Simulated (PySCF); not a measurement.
# Fractional electron number in Ir²⁺ (iridium, charge +2)

The 5d beta orbital of [Xe] 4f14 5d7 is emptied in steps (occupation f), with all orbitals relaxed, ending at [Xe] 4f14 5d6. Computed with PySCF 2.14 in def2-TZVP with the def2 core potential (60 electrons), with scalar relativity through the core potential. The exact energy is a straight line in f; departures are measured from the line between the end points of the same method.

| f | PBE0 (eV) | r2SCAN (eV) | LC-wPBE (eV) |
| --- | --- | --- | --- |
| 1 | 0.000 | 0.000 | 0.000 |
| 0.8 | -0.652 | -0.866 | -0.184 |
| 0.6 | -0.981 | -1.296 | -0.277 |
| 0.4 | -0.983 | -1.291 | -0.277 |
| 0.2 | -0.656 | -0.855 | -0.185 |
| 0 | 0.000 | 0.000 | 0.000 |

Question: For PBE0, how does the orbital energy at f = 1 compare with the removal energy?

Answer: −ε = 25.141 eV against a total-energy difference of 29.205 eV. By Janak's theorem ε = ∂E/∂f, so the gap between them reflects the curvature. Along the path −ε is 26.750 (f = 0.8), 28.377 (f = 0.6), 30.017 (f = 0.4), 31.662 (f = 0.2) eV.

```
 method  E(f=0) − E(f=1) (eV)  −ε at f=1 (eV)  −ε at f=0.4 (eV)
   PBE0                29.205          25.141            30.017
 r2SCAN                29.075          23.664            30.184
LC-wPBE                29.106          27.966            29.335
```

Reference removal energy between the ground levels: 28 ± 1.6 eV (theoretical estimate listed by NIST; NIST Atomic Spectra Database, ionization energies). The calculation has no spin-orbit coupling. The determinant left behind need not be the lowest term of the ion.
